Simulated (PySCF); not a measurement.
How methods differ on the excitation energy of Ni²⁺

Ni²⁺ [Ar] 3d8 (3F) → Ni²⁺ [Ar] 3d7 4p1 (high-spin determinant), as a difference of total energies. All numbers are calculated (PySCF 2.14, the non-relativistic Hamiltonian (point nucleus), in aug-cc-pVDZ (7s6p4d2f, 59 functions)). Correlated levels: valence: [Ar] frozen. The calculations carry no spin-orbit coupling.

| method | excitation energy (eV) |
| --- | --- |
| UHF | 12.476 |
| LDA | 14.275 |
| PBE | 13.984 |
| PBE0 | 13.861 |
| r2SCAN | 13.928 |
| M06 | 14.768 |
| LC-wPBE | 14.340 |
| revPBE | 13.956 |
| B97-3 | 14.120 |
| MP2 (valence) | 14.167 |
| SCS-MP2 (valence) | 14.200 |

How much does correlation contribute at MP2 (valence)?

14.167 − (12.476) = 1.691 eV, measured against UHF.

A first-order spin-orbit estimate (lowest level to lowest level, LS coupling) adds 0.029 eV.

The determinant of the upper state mixes LS terms, which raises its energy above the lowest term, most at the Hartree-Fock and MP2 levels.
